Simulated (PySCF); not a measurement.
A calculated (CAM-B3LYP, PySCF 2.14, x2c-TZVPPall, scalar relativity by spin-free X2C-1e) atom or ion has these occupied shells.

```
shell  electrons  orbital energy (eV)  rms radius, mean of both spins (bohr)
 1s α          1              -2105.4                                  0.120
 1s β          1              -2105.0                                  0.120
 2s α          1              -181.97                                  0.566
 2s β          1              -181.59                                  0.566
 2p α          3              -131.06                                  0.543
 2p β          3              -130.49                                  0.543
 3s α          1              -18.473                                   2.06
 3s β          1              -14.825                                   2.06
 3p α          3               -8.630                                   2.51
```

(1) Name the element and its charge.

## Answers

(1) P (phosphorus, neutral), in [Ne] 3s2 3p3, high-spin 4S determinant.
